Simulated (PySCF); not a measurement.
**How methods differ on the ionisation energy of Tb⁶⁴⁺**

Tb⁶⁴⁺ 1s1 [1s1/2^1, M_J = 1/2] → Tb⁶⁵⁺ (bare nucleus), as a difference of total energies. All numbers are calculated (PySCF 2.14, the two-component X2C-1e Hamiltonian, in an even-tempered Gaussian basis (15 s from 190 bohr⁻², ratio 2.4; 11 p from 250 bohr⁻², ratio 2.4; 3 d from 760 bohr⁻², ratio 2.6; 3 f from 1100 bohr⁻², ratio 2.6)). "Screened" scales the spin-orbit matrix elements by Boettger's factors to mimic the two-electron term; Breit and QED terms are absent.

```json
{"method": "GHF (screened spin-orbit)", "ionisation energy (eV)": "61130.8"}
{"method": "GHF (bare spin-orbit)", "ionisation energy (eV)": "61130.8"}
```

For one electron Hartree-Fock is exact for this Hamiltonian up to the basis; QED and nuclear recoil make up the gap, and the density functionals add self-interaction.

For comparison: 61050.1 ± 0.6 eV (theoretical estimate listed by NIST; NIST Atomic Spectra Database, ionization energies).
